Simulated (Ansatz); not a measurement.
H₅NO₂SiTe (`N[Si](O)(O)[TeH]`). Charge 0, multiplicity 1. Te takes the def2 core potential.

```json
{"atom": "N1", "x (Å)": "0.496", "y (Å)": "-0.369", "z (Å)": "-1.377"}
{"atom": "Si2", "x (Å)": "-0.218", "y (Å)": "-0.153", "z (Å)": "0.149"}
{"atom": "O3", "x (Å)": "0.877", "y (Å)": "-0.832", "z (Å)": "1.161"}
{"atom": "O4", "x (Å)": "-1.716", "y (Å)": "-0.813", "z (Å)": "0.184"}
{"atom": "Te5", "x (Å)": "-0.799", "y (Å)": "2.163", "z (Å)": "0.897"}
{"atom": "H6", "x (Å)": "0.070", "y (Å)": "0.027", "z (Å)": "-2.199"}
{"atom": "H7", "x (Å)": "1.501", "y (Å)": "-0.385", "z (Å)": "-1.447"}
{"atom": "H8", "x (Å)": "0.800", "y (Å)": "-0.581", "z (Å)": "2.083"}
{"atom": "H9", "x (Å)": "-1.794", "y (Å)": "-1.692", "z (Å)": "-0.195"}
{"atom": "H10", "x (Å)": "0.784", "y (Å)": "2.635", "z (Å)": "0.745"}
```

Problem. List the harmonic frequencies (cm⁻¹, unscaled) at PBE0-D4/def2-TZVP in Ansatz. (Estimate.)

Solution. The calculation gave: 129, 150, 162, 216, 238, 259, 309, 339, 386, 411, 445, 561, 787, 805, 850, 877, 945, 978, 1577, 2152, 3611, 3708, 3890, 3918.

Problem. Is this a minimum?

Solution. Yes, all 24 modes are real.

Problem. Give the ideal-gas thermochemistry at 298.15 K and 1 bar (rigid rotor, harmonic oscillator; point group C1, symmetry number 1).

Solution. Zero-point energy 165.7 kJ/mol; H(298) − E = 190.5 kJ/mol; entropy 380.9 J/(mol·K), of which translation 175.3, rotation 120.0, vibration 85.6; G(298) − E = 77.0 kJ/mol.

Problem. And at 400, 500, 600, 800 and 1000 K?

Solution. 
| T (K) | H − E (kJ/mol) | S (J/mol/K) | G − E (kJ/mol) |
| --- | --- | --- | --- |
| 400 | 204.7 | 421.7 | 36.0 |
| 500 | 220.1 | 455.9 | -7.9 |
| 600 | 236.4 | 485.7 | -55.0 |
| 800 | 271.2 | 535.7 | -157.3 |
| 1000 | 308.1 | 576.8 | -268.7 |

Problem. Rotational constants (cm⁻¹)?

Solution. 0.1283, 0.03611, 0.03541.
